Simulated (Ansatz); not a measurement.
`[SH][SnH3]` + `N[SiH](O)[SbH2]` → `N[SiH](O)[SnH3]` + `[SH][SbH2]`  (redistribution)

Isolated molecules relaxed with PBE0-D4/def2-TZVP in Ansatz; ΔE leaves out vibrations. CBS: MP2 limit from def2 TZ/QZ plus the TZ coupled-cluster correction, frozen cores. Functionals use def2-TZVPP. B3LYP here is the variant with VWN-RPA as its local correlation; programs differ in this. Elements past krypton have def2 core potentials. For Sb, Sn outer-core shells are correlated without core-valence functions, which leaves a few kJ/mol of doubt a bond. Each species was taken in one conformer, which may not be the lowest.

```json
{"level": "PBE-D4", "ΔE (kcal/mol)": "5.7", "difference from CCSD(T)/CBS": "-1.5"}
{"level": "r2SCAN-D4", "ΔE (kcal/mol)": "6.7", "difference from CCSD(T)/CBS": "-0.5"}
{"level": "PBE0-D4", "ΔE (kcal/mol)": "6.6", "difference from CCSD(T)/CBS": "-0.6"}
{"level": "B3LYP-D4", "ΔE (kcal/mol)": "6.0", "difference from CCSD(T)/CBS": "-1.2"}
{"level": "ωB97X-V", "ΔE (kcal/mol)": "6.9", "difference from CCSD(T)/CBS": "-0.3"}
{"level": "ωB97M-V", "ΔE (kcal/mol)": "6.9", "difference from CCSD(T)/CBS": "-0.3"}
{"level": "B2PLYP", "ΔE (kcal/mol)": "6.7", "difference from CCSD(T)/CBS": "-0.5"}
{"level": "PBE", "ΔE (kcal/mol)": "5.5", "difference from CCSD(T)/CBS": "-1.7"}
{"level": "r2SCAN", "ΔE (kcal/mol)": "6.6", "difference from CCSD(T)/CBS": "-0.6"}
{"level": "PBE0", "ΔE (kcal/mol)": "6.4", "difference from CCSD(T)/CBS": "-0.8"}
{"level": "B3LYP", "ΔE (kcal/mol)": "5.7", "difference from CCSD(T)/CBS": "-1.5"}
{"level": "HF/def2-TZVPP", "ΔE (kcal/mol)": "7.9", "difference from CCSD(T)/CBS": "0.7"}
{"level": "MP2/def2-TZVPP", "ΔE (kcal/mol)": "8.1", "difference from CCSD(T)/CBS": "0.9"}
{"level": "SCS-MP2/def2-TZVPP", "ΔE (kcal/mol)": "7.6", "difference from CCSD(T)/CBS": "0.4"}
{"level": "CCSD/def2-TZVPP", "ΔE (kcal/mol)": "7.4", "difference from CCSD(T)/CBS": "0.2"}
{"level": "CCSD(T)/def2-TZVPP", "ΔE (kcal/mol)": "7.4", "difference from CCSD(T)/CBS": "0.2"}
{"level": "HF/def2-QZVPP", "ΔE (kcal/mol)": "7.7", "difference from CCSD(T)/CBS": "0.5"}
{"level": "MP2/def2-QZVPP", "ΔE (kcal/mol)": "8.0", "difference from CCSD(T)/CBS": "0.8"}
{"level": "SCS-MP2/def2-QZVPP", "ΔE (kcal/mol)": "7.5", "difference from CCSD(T)/CBS": "0.3"}
{"level": "HF/CBS(def2)", "ΔE (kcal/mol)": "7.7", "difference from CCSD(T)/CBS": "0.5"}
{"level": "MP2/CBS(def2)", "ΔE (kcal/mol)": "7.9", "difference from CCSD(T)/CBS": "0.7"}
{"level": "CCSD/CBS(def2)", "ΔE (kcal/mol)": "7.2", "difference from CCSD(T)/CBS": "0.0"}
{"level": "CCSD(T)/CBS", "ΔE (kcal/mol)": "7.2", "difference from CCSD(T)/CBS": "0"}
```

Largest T1 diagnostic among the species: 0.013.

From PBE to PBE0 (25 % exact exchange), in def2-TZVPP and without D4, ΔE moves by +0.9 kcal/mol.
